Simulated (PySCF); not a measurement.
2-chlorobuta-1,3-diene (C4H5Cl), SMILES C=CC(=C)Cl. Geometry optimised at PBE-D3(BJ)/def2-SVP. One conformer was computed; it need not be the lowest.

These are PBE-D3(BJ)/def2-SVP (PySCF) values and carry that method's errors.

Harmonic wavenumbers (cm⁻¹): 160, 243, 378, 416, 510, 629, 643, 735, 840, 873, 900, 973, 986, 1199, 1255, 1332, 1376, 1603, 1659, 3085, 3094, 3096, 3194, 3206. Rotational constants (GHz): 5.315, 3.689, 2.178; symmetry number 1.

Q: Work out the zero-point energy and the ideal-gas rigid-rotor harmonic-oscillator thermochemistry at 298.15 K and 1 atm.

A: ZPE = ½ Σ hcν = ½ × 32385 cm⁻¹ = 46.30 kcal/mol. H − E(el) = 50.34 kcal/mol. Entropy in cal/(mol K): translation 39.35, rotation 26.42, vibration 8.78, total 74.55. G − E(el) = 28.11 kcal/mol. Cp = 21.62 cal/(mol K).
